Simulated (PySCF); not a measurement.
**[Bi3]2+ at several levels of theory**

Computed with PySCF 2.14.0 (density fitting, no spin-orbit coupling) at the geometry relaxed with TPSS:

```xyz
3
[Bi3]2+ (doublet)
Bi    1.6270    0.0000    0.0000
Bi   -0.8135    1.5946    0.0000
Bi   -0.8135   -1.5946    0.0000
```

```
level                    basis    state  HOMO (eV)  gap (eV)  charge on Bi1 (e)  dipole about the centre of mass (D)  largest force component (eV/Å)
 TPSS   Bi def2-SVP with ECP60  doublet     -15.58      0.57               0.59                                 0.63                            0.04
wB97X                 the same  doublet     -17.82      5.08               0.59                                 0.67                            0.60
 BP86                 the same  doublet     -15.71      0.50               0.59                                 0.62                            0.21
TPSSh                 the same  doublet     -15.83      1.09               0.59                                 0.65                            0.14
 TPSS  Bi def2-TZVP with ECP60  doublet     -15.48      0.59               0.59                                 0.62                            0.18
 TPSS            Bi x2c-SVPall  doublet     -15.63      0.55               0.59                                 0.65                            0.74
```

HOMO and gap are taken over both spins. Charges are Mulliken's, which hang on the basis. The relaxation used the grid (50, 194), these runs (75, 302) or, all-electron (x2c bases, spin-free X2C Hamiltonian), (99, 590).

**Question.** What does PBE with Bi def2-SVP with ECP60 give here?

**Answer.** state doublet, HOMO (eV) -15.57, gap (eV) 0.50, charge on Bi1 (e) 0.59, dipole about the centre of mass (D) 0.63, largest force component (eV/Å) 0.18. Time: 5 s on 2 threads of Arm Neoverse V1, on a shared host, from an already converged density.

No frequency check is given that shows the relaxed geometry to be a minimum. Open shells may have lower solutions than the one found.

A gap near or under zero over both spins lies within a partly filled shell and is no excitation energy.
